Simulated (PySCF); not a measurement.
Compound: [CrS4]2- (charge -2 and singlet state).
Z-matrix (Å and degrees, PBE0-D3(BJ)/def2-SVP geometry), rows numbered from 1:
```
Cr
S   1  2.0630
S   1  2.0590  2  109.35
S   1  2.0627  2  109.71  3  -119.93
S   1  2.0621  2  109.74  3   119.76
```

The closed-shell ground state was solved at several levels (PySCF, density fitting, gas phase, non-relativistic). Whether so highly charged an anion holds all its electrons in the gas phase wasn't checked; a finite basis holds them in any case. No counter-ion or solvent screens the charge of this multiply charged ion. The HOMO energy is positive, so at this level the finite basis confines the outermost electrons. No diffuse functions stand in pcSseg-1 (pcSseg-2 on Cr), which bears on an anion's orbital energies.

| level | basis functions | HOMO (eV) | LUMO (eV) | gap (eV) |
| --- | --- | --- | --- | --- |
| PBE/pcSseg-1 (pcSseg-2 on Cr) | 169 | 3.96 | 5.43 | 1.47 |
| B3LYP/pcSseg-1 (pcSseg-2 on Cr) | 169 | 3.19 | 5.96 | 2.77 |

**Question.** Estimate the row for PBE0/pcSseg-1 (pcSseg-2 on Cr), a basis of 169 functions; the other rows only guide the guess.

**Answer.** HOMO 2.90 eV, LUMO 6.02 eV, gap 3.12 eV.

**Question.** Over all these levels, which gives the widest orbital gap and which the narrowest?

**Answer.** PBE0/pcSseg-1 (pcSseg-2 on Cr) (global hybrid, 25 % exact exchange) has the widest, 3.12 eV, and PBE/pcSseg-1 (pcSseg-2 on Cr) (GGA) the narrowest, 1.47 eV. From the narrowest to the widest the HOMO moves by -1.06 eV and the LUMO by +0.59 eV.

**Question.** In the pcSseg-1 (pcSseg-2 on Cr) basis, how does the gap go with the fixed share of exact exchange?

**Answer.** PBE (0 %) 1.47 eV; B3LYP (20 %) 2.77 eV; PBE0 (25 %) 3.12 eV. Each rise in the share widens the gap here.
The closed-shell solution of the metal species wasn't tested for stability.
